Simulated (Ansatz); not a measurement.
Compare A (`C[CH2][Al]([SiH3])[Cl]`) with its isomer B (`C[SiH](C)[AlH][Cl]`).

Computed with Ansatz on PBE0-D4/def2-TZVP structures; ΔE is electronic, products minus reactants. CCSD(T)/CBS adds triple-zeta CCSD(T) − MP2 to the extrapolated MP2 energy (def2 sets, frozen cores). Functionals use def2-TZVPP. B3LYP here is the variant with VWN-RPA as its local correlation; programs differ in this. One conformer a species, not always the lowest.

A:

Z-matrix (Å, degrees):
```
C
C 1 1.528
H 1 1.094 2 111.8
H 1 1.094 2 111.9 3 -120.1
H 1 1.093 2 111.8 3 119.6
Al 2 1.952 1 115.4 3 -60.0
H 2 1.098 1 110.7 3 177.8
H 2 1.097 1 110.8 3 62.3
Cl 6 2.112 2 117.5 1 177.4
Si 6 2.452 2 126.3 1 -1.6
H 10 1.491 6 112.0 2 -22.7
H 10 1.489 6 111.7 2 -144.2
H 10 1.492 6 110.0 2 96.4
```

B:

Z-matrix (Å, degrees):
```
C
Si 1 1.879
H 1 1.093 2 110.9
H 1 1.092 2 111.0 3 -119.7
H 1 1.093 2 110.7 3 120.0
C 2 1.883 1 110.9 3 -60.6
Al 2 2.454 1 111.0 3 64.9
H 2 1.498 1 108.4 3 -178.7
H 6 1.093 2 111.2 1 61.0
H 6 1.092 2 111.4 1 -178.5
H 6 1.093 2 110.3 1 -58.7
Cl 7 2.114 2 116.8 1 17.6
H 7 1.586 2 128.3 1 -163.2
```

Task: Which is lower in electronic energy at CCSD(T)/CBS, and by how much? (Best estimate.)

Result: Ansatz gave: B, by 41.3 kJ/mol.

Task: Give E(B) − E(A) in kJ/mol with B3LYP, HF/def2-TZVPP, CCSD(T)/def2-TZVPP, MP2/def2-TZVPP, r2SCAN-D4, B3LYP-D4, PBE-D4. (Best estimate.)

Result: Ansatz gave: B3LYP -38.4, HF/def2-TZVPP -39.5, CCSD(T)/def2-TZVPP -39.2, MP2/def2-TZVPP -42.6, r2SCAN-D4 -42.6, B3LYP-D4 -40.5, PBE-D4 -40.1. None reverses the order clearly.

Largest T1 diagnostic: 0.011.
